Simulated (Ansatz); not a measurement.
Program: Ansatz. Geometries: PBE0-D4/def2-TZVP. ΔE: electronic, gas phase. CCSD(T)/CBS adds triple-zeta CCSD(T) − MP2 to the extrapolated MP2 energy (def2 sets, frozen cores). This one scheme is used for every species. DFT in def2-TZVPP. B3LYP here is the variant with VWN-RPA as its local correlation; programs differ in this. HSE06 is defined as in plane-wave codes. One conformer a species, not always the lowest.

`CS[SiH](C)S` → `CSS` + `C[SiH]`  (silylene formation by 1,1-elimination)

```csv
level,ΔE (kcal/mol),difference from CCSD(T)/CBS
PBE-D4,92.1,-1.9
r2SCAN-D4,97.7,3.7
B3LYP-D4,91.0,-3.0
r2SCANh-D4,98.3,4.3
HSE06-D4,95.8,1.8
CAM-B3LYP-D4,92.9,-1.1
PBE0,92.9,-1.1
B3LYP,85.6,-8.4
r2SCAN0,98.0,4.0
HSE06,92.9,-1.1
RPA@PBE/def2-TZVPP,86.8,-7.2
MP2/def2-SVP,98.7,4.7
MP2/def2-TZVPP,99.1,5.1
SCS-MP2/def2-TZVPP,94.5,0.5
HF/def2-QZVPP,88.0,-6.0
MP2/def2-QZVPP,99.8,5.8
CCSD(T)/CBS,94.0,0
```

(1) What do rigid-rotor, harmonic-oscillator terms from PBE0-D4/def2-TZVP frequencies (298.15 K, 1 bar) make of the CCSD(T)/CBS value? (An estimate is asked.)

Largest T1 diagnostic among the species: 0.012.

Answers

(1) Computed: ΔZPE = -3.4 kcal/mol, ΔH = +91.1 kcal/mol, ΔS = 167 J/(mol·K), ΔG = +79.2 kcal/mol.

The D4 term adds +5.4 kcal/mol with B3LYP and +3.1 kcal/mol with PBE0; it sums over pairs of atoms, weighted by their polarisabilities, and B3LYP, whose exchange is more repulsive, gets the larger term. At CCSD(T), def2-SVP lies −2.3 kcal/mol from the extrapolated value and def2-TZVPP −1.4 kcal/mol. From BLYP to BHLYP (50 % exact exchange), in def2-TZVPP and without D4, ΔE moves by +9.9 kcal/mol.
